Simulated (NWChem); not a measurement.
Everything below was run with NWChem. System: diantimony (Sb$_{2}$), charge 0, spin multiplicity 1, at a geometry optimised with B3LYP/def2-SVP with def2 effective core potentials on Sb. Level: B3LYP/def2-TZVPD with def2 effective core potentials on Sb, VWN1-RPA local correlation.

The NWChem input:

```
start mol
memory heap 200 mb stack 900 mb global 1100 mb
geometry units angstroms nocenter noautoz
  Sb     0.000000     0.000000     1.251459
  Sb     0.000000     0.000000    -1.251459
  symmetry group D2h
end
basis spherical
  * library def2-tzvpd
end
ecp
  Sb library def2-ecp
end
dft
  xc b3lyp
  semidirect memsize 60000000 filesize 0
  iterations 100
end
task dft energy
```

Output (cleaned and shortened):

```
             Northwest Computational Chemistry Package (NWChem) 7.3.0
             --------------------------------------------------------

                                NWChem Input Module
                                -------------------

 Scaling coordinates for geometry "geometry" by  1.889725989
 (inverse scale =  0.529177249)

 Turning off AUTOSYM since
 SYMMETRY directive was detected!

                             Geometry "geometry" -> ""
                             -------------------------

 Output coordinates in angstroms (scale by  1.889725989 to convert to a.u.)

  No.       Tag          Charge          X              Y              Z
 ---- ---------------- ---------- -------------- -------------- --------------
    1 Sb                  51.0000     0.00000000     0.00000000     1.25145900
    2 Sb                  51.0000     0.00000000     0.00000000    -1.25145900

 Effective nuclear repulsion energy (a.u.)     549.9141500633

            Nuclear Dipole moment (a.u.)
            ----------------------------
        X                 Y               Z
 ---------------- ---------------- ----------------
     0.0000000000     0.0000000000     0.0000000000

      Symmetry information
      --------------------

 Group name             D2h
 Group number             26
 Group order               8
 No. of unique centers     1

      Symmetry unique atoms

     1


 Summary of "ao basis" -> "" (spherical)
 ------------------------------------------------------------------------------
       Tag                 Description            Shells   Functions and Types
 ---------------- ------------------------------  ------  ---------------------
 *                         def2-tzvpd                 on all atoms

                                 NWChem DFT Module
                                 -----------------

 Summary of "ao basis" -> "ao basis" (spherical)
 ------------------------------------------------------------------------------
       Tag                 Description            Shells   Functions and Types
 ---------------- ------------------------------  ------  ---------------------
 Sb                        def2-tzvpd               18       56   7s5p4d2f

 Summary of "ao basis" -> "ao basis" (spherical)
 ------------------------------------------------------------------------------
       Tag                 Description            Shells   Functions and Types
 ---------------- ------------------------------  ------  ---------------------
 Sb                        def2-tzvpd               18       56   7s5p4d2f

      Symmetry analysis of basis
      --------------------------

        ag         24
        au          6
        b1g         6
        b1u        24
        b2g        13
        b2u        13
        b3g        13
        b3u        13

            General Information
            -------------------
          SCF calculation type: DFT
          Wavefunction type:  closed shell.
          No. of atoms     :     2
          No. of electrons :    46
           Alpha electrons :    23
            Beta electrons :    23
          Charge           :     0
          Spin multiplicity:     1
          Use of symmetry is: on ; symmetry adaption is: on
          Maximum number of iterations: 100
          AO basis - number of functions:   112
                     number of shells:    36
          Convergence on energy requested:  1.00D-06
          Convergence on density requested:  1.00D-05
          Convergence on gradient requested:  5.00D-04
[...]
 !! scf_movecs_sym_adapt:   52 vectors were symmetry contaminated

 d= 0,ls=0.0,diis     6   -480.6986913004 -8.24D-07  3.13D-06  1.88D-07     3.9

         Total DFT energy =     -480.698691300379
      One electron energy =    -1063.152001294734
           Coulomb energy =      509.511068017688
    Exchange-Corr. energy =      -38.901120339175
 Nuclear repulsion energy =      111.843362315841

 Numeric. integr. density =       46.000000282053

     Total iterative time =      2.7s

                  Occupations of the irreducible representations
                  ----------------------------------------------

                     irrep           alpha         beta
                     --------     --------     --------
                     ag                6.0          6.0
                     au                1.0          1.0
                     b1g               1.0          1.0
                     b1u               5.0          5.0
                     b2g               2.0          2.0
                     b2u               3.0          3.0
                     b3g               2.0          2.0
                     b3u               3.0          3.0

                       DFT Final Molecular Orbital Analysis
                       ------------------------------------

 Vector   21  Occ=2.000000D+00  E=-2.521817D-01  Symmetry=ag
              MO Center=  2.5D-32, -8.9D-31,  2.6D-16, r^2= 4.8D+00
   Bfn.  Coefficient  Atom+Function         Bfn.  Coefficient  Atom+Function
  ----- ------------  ---------------      ----- ------------  ---------------
    19     -0.318171  1 Sb pz                75      0.318171  2 Sb pz
    13      0.306855  1 Sb pz                69     -0.306855  2 Sb pz
    16     -0.288000  1 Sb pz                72      0.288000  2 Sb pz
     6     -0.180370  1 Sb s                 62     -0.180370  2 Sb s
    22     -0.137222  1 Sb pz                78      0.137222  2 Sb pz

 Vector   22  Occ=2.000000D+00  E=-2.339729D-01  Symmetry=b2u
              MO Center=  1.2D-18,  1.8D-17,  1.0D-16, r^2= 3.8D+00
   Bfn.  Coefficient  Atom+Function         Bfn.  Coefficient  Atom+Function
  ----- ------------  ---------------      ----- ------------  ---------------
    18      0.325093  1 Sb py                74      0.325093  2 Sb py
    12     -0.272537  1 Sb py                68     -0.272537  2 Sb py
    15      0.249916  1 Sb py                71      0.249916  2 Sb py
    21      0.161924  1 Sb py                77      0.161924  2 Sb py
     9     -0.043323  1 Sb py                65     -0.043323  2 Sb py

 Vector   23  Occ=2.000000D+00  E=-2.339729D-01  Symmetry=b3u
              MO Center=  1.9D-17, -6.8D-19, -2.4D-16, r^2= 3.8D+00
   Bfn.  Coefficient  Atom+Function         Bfn.  Coefficient  Atom+Function
  ----- ------------  ---------------      ----- ------------  ---------------
    17      0.325093  1 Sb px                73      0.325093  2 Sb px
    11     -0.272537  1 Sb px                67     -0.272537  2 Sb px
    14      0.249916  1 Sb px                70      0.249916  2 Sb px
    20      0.161924  1 Sb px                76      0.161924  2 Sb px
     8     -0.043323  1 Sb px                64     -0.043323  2 Sb px

 Vector   24  Occ=0.000000D+00  E=-1.125633D-01  Symmetry=b2g
              MO Center= -1.8D-17, -1.4D-32, -7.0D-18, r^2= 5.2D+00
   Bfn.  Coefficient  Atom+Function         Bfn.  Coefficient  Atom+Function
  ----- ------------  ---------------      ----- ------------  ---------------
    17      0.359214  1 Sb px                73     -0.359214  2 Sb px
    20      0.322212  1 Sb px                76     -0.322212  2 Sb px
    11     -0.283747  1 Sb px                67      0.283747  2 Sb px
    14      0.269753  1 Sb px                70     -0.269753  2 Sb px
     8     -0.044906  1 Sb px                64      0.044906  2 Sb px

 Vector   25  Occ=0.000000D+00  E=-1.125633D-01  Symmetry=b3g
              MO Center= -8.1D-33,  5.8D-18, -2.0D-16, r^2= 5.2D+00
   Bfn.  Coefficient  Atom+Function         Bfn.  Coefficient  Atom+Function
  ----- ------------  ---------------      ----- ------------  ---------------
    18      0.359214  1 Sb py                74     -0.359214  2 Sb py
    21      0.322212  1 Sb py                77     -0.322212  2 Sb py
    12     -0.283747  1 Sb py                68      0.283747  2 Sb py
    15      0.269753  1 Sb py                71     -0.269753  2 Sb py
     9     -0.044906  1 Sb py                65      0.044906  2 Sb py

 Vector   26  Occ=0.000000D+00  E=-1.461179D-02  Symmetry=b1u
              MO Center=  2.7D-31,  7.1D-32,  1.7D-16, r^2= 1.2D+01
   Bfn.  Coefficient  Atom+Function         Bfn.  Coefficient  Atom+Function
  ----- ------------  ---------------      ----- ------------  ---------------
     7      2.405513  1 Sb s                 63     -2.405513  2 Sb s
    22     -0.799182  1 Sb pz                78     -0.799182  2 Sb pz
    40      0.395163  1 Sb d  0              96     -0.395163  2 Sb d  0
    19      0.334634  1 Sb pz                75      0.334634  2 Sb pz
     5     -0.326538  1 Sb s                 61      0.326538  2 Sb s

 center of mass
 --------------
 x =   0.00000000 y =   0.00000000 z =   0.00000000

 moments of inertia (a.u.)
 ------------------
        1352.386634387201           0.000000000000           0.000000000000
           0.000000000000        1352.386634387201           0.000000000000
           0.000000000000           0.000000000000           0.000000000000

     Multipole analysis of the density
     ---------------------------------

     L   x y z        total         alpha         beta         nuclear
     -   - - -        -----         -----         ----         -------
     0   0 0 0     -0.000000    -23.000000    -23.000000     46.000000

     1   1 0 0     -0.000000     -0.000000     -0.000000      0.000000
     1   0 1 0     -0.000000     -0.000000     -0.000000      0.000000
     1   0 0 1      0.000000      0.000000      0.000000      0.000000

     2   2 0 0    -38.800351    -19.400175    -19.400175      0.000000
     2   1 1 0     -0.000000     -0.000000     -0.000000      0.000000
     2   1 0 1      0.000000      0.000000      0.000000      0.000000
     2   0 2 0    -38.800351    -19.400175    -19.400175      0.000000
     2   0 1 1      0.000000      0.000000      0.000000      0.000000
     2   0 0 2    -37.038281   -147.154024   -147.154024    257.269768

 Task  times  cpu:        3.9s     wall:        3.9s

 Total times  cpu:        3.9s     wall:        3.9s
```
